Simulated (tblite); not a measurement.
C₃H₈AlO₃ (charge -1).
Structure used (GFN2-xTB), in Å, numbered top down from 1:
```xyz
15
C3H8AlO3 angstrom
C      0.0645    1.1406    1.0578
O     -0.3735    0.1587    0.1390
Al    -1.9447   -0.7751    0.0192
C      0.5617   -0.1021   -0.9118
C      2.0692   -0.4754   -0.4634
O      2.8501   -0.4828   -1.4110
O      2.2438   -0.6810    0.7370
H      0.2071    2.0973    0.5437
H      1.0027    0.8143    1.5130
H     -0.7201    1.2321    1.8085
H     -1.5874   -2.3087    0.0810
H     -2.6508   -0.1504    1.3046
H     -2.4866   -0.2703   -1.3904
H      0.1505   -0.9535   -1.4647
H      0.6092    0.7642   -1.5842
```

Level: GFN2-xTB in tblite, geometry and Hessian alike; calculated harmonic values, unscaled, isolated species. The method is semi-empirical: single wavenumbers can be off by several per cent or more. Modes of hydrogen on aluminium can be 10 to 20 % off. One conformer, not necessarily the lowest.

Harmonic wavenumbers (cm⁻¹): 45.4, 67.5, 121.5, 142.7, 212.6, 240.3, 270.3, 306.8, 385.8, 457.2, 521.6, 533.4, 568.4, 670.6, 760.3, 770.5, 780.6, 800.4, 887.8, 935.0, 1083.5, 1124.9, 1142.1, 1230.4, 1261.5, 1303.0, 1374.0, 1426.1, 1446.8, 1467.7, 1547.4, 1567.7, 1640.8, 1839.3, 2898.8, 2930.3, 2934.9, 2967.1, 3004.7.

A = 4099, B = 1222, C = 1093 MHz; mass 119.029 u (most abundant isotopes); point group C1, symmetry number 1.

Q: Zero-point energy?

A: Half the sum of the wavenumbers: 21835 cm⁻¹ = 261.20 kJ/mol.

Q: Give the ideal-gas entropy at 200 K and 1 bar in the rigid-rotor, harmonic-oscillator model (classical rotation).

A: Translation 160.16, rotation 114.12, vibration 75.20: S = 349.5 J/(mol K).

Q: And Cp and H(200 K) − H(0)?

A: Cp = 113.85 J/(mol K), of which vibrations give 80.59 (their classical limit is 39 R = 324.3); H(200 K) − H(0) = 14.84 kJ/mol without the zero-point energy, 8.19 from vibrations.

Q: Blend soft modes into free rotors: weight 1/[1 + (100 cm⁻¹/ν̃)⁴] for the oscillator and the rest for a rotor with moment μB/(μ + B), μ = h/(8π²ν), B = 10⁻⁴⁴ kg m². What vibrational entropy results?

A: 69.45 J/(mol K) in place of 75.20, which changes −T·S at 200 K by +1.15 kJ/mol.

Q: Which modes carry the vibrational entropy at 200 K?

A: 45.4 cm⁻¹: 17.66; 67.5 cm⁻¹: 14.40; 121.5 cm⁻¹: 9.69; 142.7 cm⁻¹: 8.45; 212.6 cm⁻¹: 5.55; 240.3 cm⁻¹: 4.73 J/(mol K); the other 33 give 14.73 together.

Q: How do the functions run with temperature in this model?

A: 
```tsv
T (K)	S (J/(mol K))	Cp (J/(mol K))	H − H(0) (kJ/mol)	G − H(0) (kJ/mol)	ln q(vib)
50	240.9	53.7	2.08	-9.96	0.52
100	285.1	75.7	5.33	-23.18	1.66
298.15	401.5	148.7	27.75	-91.97	6.51
373.15	437.6	173.2	39.83	-123.45	8.31
500	493.4	208.6	64.13	-182.56	11.26
750	587.9	256.8	122.82	-318.10	16.74
1000	666.2	286.5	191.03	-475.16	21.72
```

q(vib) and H(0) count from the zero-point level.

Q: What must be added to the electronic energy to get the Gibbs energy at 200 K and 1 bar?

A: ZPE + [H(200 K) − H(0)] − T·S = 261.20 + 14.84 − 69.90 = 206.14 kJ/mol.

Hindered rotation and anharmonicity are outside this model. Other conformers, if any are populated, would add a mixing term that is left out. The structure is chiral; the term R ln 2 for an equal mix with its mirror image is left out.

The run took 0.71 s of wall time on an Arm Neoverse N1 with one thread, no GPU, shared host with 64 logical CPUs at a one-minute load of 57. The figure is for the frequency step alone.
